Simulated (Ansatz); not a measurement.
Name a neutral molecule of Cl, F, In, O, Si and H with HOMO–LUMO gap (PBE0/def2-TZVPP) between 5.75 and 6.05 eV and HOMO–LUMO gap (ωB97M-V/def2-TZVPP) between 10.25 and 10.55 eV (Ansatz, PBE0-D4/def2-TZVP geometry).

`[F][In]([Cl])[O][SiH3]` (6.03 eV, 10.30 eV). Other molecules can fit too; these were computed, each in one conformer that needn't be the lowest.
